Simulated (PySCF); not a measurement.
# Energy of Fe²⁺ (iron, charge +2) between two integer charges

The 3d beta orbital of [Ar] 3d6 is emptied in steps (occupation f), with all orbitals relaxed, ending at [Ar] 3d5. Computed with PySCF 2.14 in aug-cc-pVDZ (7s6p4d2f, 59 functions), with the non-relativistic Hamiltonian (point nucleus). The exact energy is a straight line in f; departures are measured from the line between the end points of the same method.

```tsv
f	BHandHLYP (eV)	wB97X (eV)	M06-2X (eV)
1	0.000	0.000	0.000
0.8	-0.451	-0.460	-0.465
0.6	-0.687	-0.697	-0.710
0.4	-0.697	-0.703	-0.723
0.2	-0.472	-0.470	-0.494
0	0.000	0.000	0.000
```

```json
{"method": "BHandHLYP", "E(f=0) − E(f=1) (eV)": "30.925", "−ε at f=1 (eV)": "28.149", "−ε at f=0.4 (eV)": "31.455"}
{"method": "wB97X", "E(f=0) − E(f=1) (eV)": "31.215", "−ε at f=1 (eV)": "28.372", "−ε at f=0.4 (eV)": "31.781"}
{"method": "M06-2X", "E(f=0) − E(f=1) (eV)": "30.950", "−ε at f=1 (eV)": "28.096", "−ε at f=0.4 (eV)": "31.480"}
```

Orbital energy along the path (eV):

```csv
f,BHandHLYP,wB97X,M06-2X
1,-28.149,-28.372,-28.096
0.8,-29.198,-29.463,-29.164
0.6,-30.303,-30.604,-30.296
0.4,-31.455,-31.781,-31.480
0.2,-32.655,-32.980,-32.735
0,-33.923,-34.107,-34.048
```

Reference removal energy between the ground levels: 30.651 ± 0.012 eV (measured; NIST Atomic Spectra Database, ionization energies). The calculation has no spin-orbit coupling. The determinant left behind need not be the lowest term of the ion.
